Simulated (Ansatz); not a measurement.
`N[Si](N)(Cl)Cl` → 2 Cl• + 4 H• + 2 N• + Si•  (atomization)

Isolated molecules relaxed with PBE0-D4/def2-TZVP in Ansatz; ΔE leaves out vibrations. CCSD(T)/CBS is the MP2 limit (def2-TZVPP, def2-QZVPP) plus CCSD(T) − MP2 in def2-TZVPP, frozen cores. This one scheme is used for every species, atoms too. Functionals use def2-TZVPP. HSE06 is defined as in plane-wave codes. Open shells (•) are unrestricted, without spin–orbit coupling. Spin–orbit coupling would lower the free atoms: a little for Cl, Si. One conformer a species, not always the lowest.

`N[Si](N)(Cl)Cl`:

Z-matrix (Å, degrees):
```
Si
N 1 1.689
Cl 1 2.056 2 104.7
N 1 1.689 2 109.0 3 125.5
Cl 1 2.056 2 116.6 3 -116.3
H 2 1.006 1 120.6 3 31.9
H 2 1.007 1 120.0 3 -179.4
H 4 1.007 1 120.0 2 -53.9
H 4 1.006 1 120.6 2 157.4
```

(1) What is ΔE at CCSD(T)/CBS? (An estimate is asked.)

(2) What do these levels give: LDA (SPW92), BLYP-D4, r2SCAN0-D4, CAM-B3LYP-D4, B2PLYP, PBE-QIDH, revPBE, PBE0, r2SCANh, HSE06, MP2/def2-SVP, CCSD/CBS(def2)? (Best estimate.)

Largest T1 diagnostic among the species: 0.012.

Results:

(1) The calculation gave: +3176.4 kJ/mol.

(2) Computed: LDA (SPW92) 3632.6, BLYP-D4 3160.3, r2SCAN0-D4 3108.6, CAM-B3LYP-D4 3176.5, B2PLYP 3121.3, PBE-QIDH 3135.4, revPBE 3067.0, PBE0 3140.5, r2SCANh 3133.9, HSE06 3144.3, MP2/def2-SVP 2912.4, CCSD/CBS(def2) 3121.0 kJ/mol.

Leaving LDA and LC-ωPBE aside and taking each functional with its dispersion term where it has one, the values, not all of them listed here, spread over 155.7 kJ/mol, from BHLYP-D4 to PBE-D4. LDA lies +435.6 kJ/mol from PBE without D4, its usual overbinding. The D4 term adds +43.4 kJ/mol with B3LYP and +22.6 kJ/mol with PBE0; it sums over pairs of atoms, weighted by their polarisabilities, and B3LYP, whose exchange is more repulsive, gets the larger term. From BLYP to BHLYP (50 % exact exchange), in def2-TZVPP and without D4, ΔE moves by −69.0 kJ/mol: exact exchange takes away binding that semilocal exchange gives to molecules.

B3LYP here is the variant with VWN-RPA as its local correlation; programs differ in this.

For atomizations the MP2-based limit and the directly extrapolated one differ by several kJ/mol either way, and by 10 to 25 for some Ge, Se and Sn compounds, so smaller differences from it don't rank the levels.
